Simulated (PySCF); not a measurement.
Compound: C6H7FN2.
SMILES: `CCc1cnc(F)cn1`

Method: TDDFT PBE0/def2-SVPD, vertical, gas phase, core orbitals frozen in the response in PySCF. Isolated species at its GFN2-xTB geometry (one conformer only). Torsions of this conformer, `[CH3:1][CH2:2][c:3]1[cH:4][n:5][c:6]([F:7])[cH:8][n:9]1`: C1–C2–C3–C4 79°.

```
state  E (eV)  E (kJ/mol)  λ (nm)       f  main configurations (H = HOMO, L = LUMO)
   S1    4.30         415   288.2  0.0042                    H→L (54%), H-1→L (46%)
   S2    5.19         501   238.9   0.061   H→L+1 (30%), H-1→L (24%), H-1→L+1 (22%)
   S3    5.20         501   238.5   0.059   H-1→L (26%), H-1→L+1 (25%), H→L+1 (23%)
   S4    5.74         554   216.0  0.0003                               H-2→L (98%)
   S5    6.35         613   195.2   0.169    H-1→L+1 (48%), H→L+1 (41%), H-3→L (9%)
   S6    6.72         649   184.4  0.0001                             H-2→L+1 (98%)
```

Triplets (Tamm–Dancoff): T1 3.62 eV, H→L (56%), H-1→L (40%); T2 3.83 eV, H-1→L (56%), H→L (40%).

The lowest singlet lies at 4.30 eV (288 nm, ultraviolet) and is very weak; its leading configuration is HOMO→LUMO (54%). The strongest level in the table is S5 at 6.35 eV (195 nm, f = 0.169). S2/S3 lie within about 0.01 eV of each other. Löwdin shares by element: HOMO carbon 38% or more, nitrogen 22% or more (atoms not listed hold the other 40%); LUMO nitrogen 47%, carbon 31% or more (atoms not listed hold the other 22%). The oscillator strengths of these states sum to 0.293; summed over the whole spectrum of an exact calculation they would give the number of electrons, 66 (Thomas–Reiche–Kuhn). Of the 6 states listed, 3 reach f = 0.01 and 2 stay under 0.0005. Orbital energies (eV): HOMO-3 -9.79, HOMO-2 -9.20, HOMO-1 -7.76, HOMO -7.72, LUMO -1.70, LUMO+1 -0.80, LUMO+2 0.70. Only the lowest 6 singlets were computed, as vertical energies without vibronic structure.

The run took about 1.9 min of CPU time (one thread, shared machine).
